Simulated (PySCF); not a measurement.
**Continuum solvent and chemical shifts**

Mapped SMILES: `[CH2:1]=[CH:2][CH2:3][C:4]([C:5]#[N:6])([C:7]#[N:8])[C:9]#[N:10]`. Each H is labelled by its parent atom. Ha(C1) is cis to C3; Hb(C1) is trans to C3.

GIAO PBE0/pcSseg-1 in PySCF on one PBE0-D3(BJ)/def2-SVP conformer, non-relativistic, equivalent nuclei averaged. Solvents enter as an IEF-PCM continuum (cyclohexane with ε = 2.0, dichloromethane with ε = 8.9) around the gas-phase geometry. Shifts are referred to TMS computed in the same medium.

In cyclohexane, δ in ppm: C1 138.1, C2 135.3, C5/C7/C9 116.2, C3 47.6, C4 29.3, H(C2) 6.24, Hb(C1) 6.10, Ha(C1) 6.06, H(C3) 2.97. Dipole moment 4.55 D.

Problem. How does each δ change in the more polar medium?

Solution. 
| atoms | environment | Δδ, dichloromethane |
| --- | --- | --- |
| C1 | terminal =CH2 carbon | +0.6 |
| C2 | alkene CH | +1.2 |
| C5/C7/C9 | nitrile carbon | +1.7 |
| C3 | allylic sp3 CH2 | -0.1 |
| C4 | quaternary sp3 carbon α to a nitrile | +1.1 |
| H(C2) | hydrogen on an alkene CH | +0.06 |
| Hb(C1) | hydrogen on a terminal =CH2 carbon | +0.04 |
| Ha(C1) | hydrogen on a terminal =CH2 carbon | +0.08 |
| H(C3) | hydrogen on an allylic sp3 CH2 | +0.22 |

Changes are relative to cyclohexane. The dipole moment becomes 4.94 D in dichloromethane.

Problem. Which nuclei move most (in ppm), and what does the model miss?

Solution. C5/C7/C9 (nitrile carbon, +1.7 ppm) in dichloromethane. A continuum only polarises the solute; specific hydrogen bonds, the anisotropy of aromatic solvents and changes of geometry or conformer are outside it.
